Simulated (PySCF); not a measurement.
# Two-component Hartree-Fock for Ba²⁵⁺ (barium, charge +25)

Start: [Ar] 3d10 4s2 4p1; 4p1/2 filled at m_j = +1/2. Calculated with PySCF 2.14 in an even-tempered Gaussian basis (17 s from 1.9 bohr⁻², ratio 2.8; 13 p from 2.5 bohr⁻², ratio 2.8; 8 d from 4.5 bohr⁻², ratio 2.8; 4 f from 12 bohr⁻², ratio 3): generalised Hartree-Fock with the X2C-1e Hamiltonian and a Gaussian nucleus; one run each with spin-orbit coupling (SO) switched off, then screened by Boettger's factors.

| spinor shell | electrons | ε, spin-free (eV) | ε, screened SO (eV) | weight of nominal j (screened SO) | rms radius, screened SO (bohr) |
| --- | --- | --- | --- | --- | --- |
| 1s1/2 | 2 | -38430.4 | -38425.0 | 1.000 | 0.0292 |
| 2s1/2 | 2 | -6840.4 | -6838.3 | 1.000 | 0.119 |
| 2p1/2 | 2 | -6210.7 | -6478.0 | 1.000 | 0.102 |
| 2p3/2 | 4 | -6210.7 | -6090.7 | 1.000 | 0.108 |
| 3s1/2 | 2 | -2064.5 | -2063.4 | 1.000 | 0.306 |
| 3p1/2 | 2 | -1856.0 | -1911.1 | 1.000 | 0.298 |
| 3p3/2 | 4 | -1856.0 | -1830.3 | 1.000 | 0.310 |
| 3d3/2 | 4 | -1561.9 | -1571.3 | 1.000 | 0.280 |
| 3d5/2 | 6 | -1561.9 | -1554.1 | 1.000 | 0.283 |
| 4s1/2 | 2 | -895.70 | -895.26 | 0.999 | 0.661 |
| 4p1/2 | 1 | -829.35 | -844.50 | 1.000 | 0.668 |

```csv
quantity,spin-free,screened SO
E (hartree),-7832.64046,-7836.17802
M_J,1/2,1/2
⟨J²⟩,1.093,0.753
⟨L²⟩,2.008,2.024
⟨S²⟩,0.753,0.769
```

Each row is a mean over spinors that exchange with the open shell spreads, by up to 4.293 eV (3p1/2).

Breit and QED terms are absent; they matter most for the inner s and p1/2 levels.

Densities and radii are taken from the X2C orbitals without a picture-change correction, which distorts them close to the nucleus.

Without spin-orbit coupling the j labels of p, d and f shells carry no meaning; the spin-free column gives the mean over the occupied spinors of each nl shell, and its ⟨J²⟩ belongs to a mixture of degenerate components.
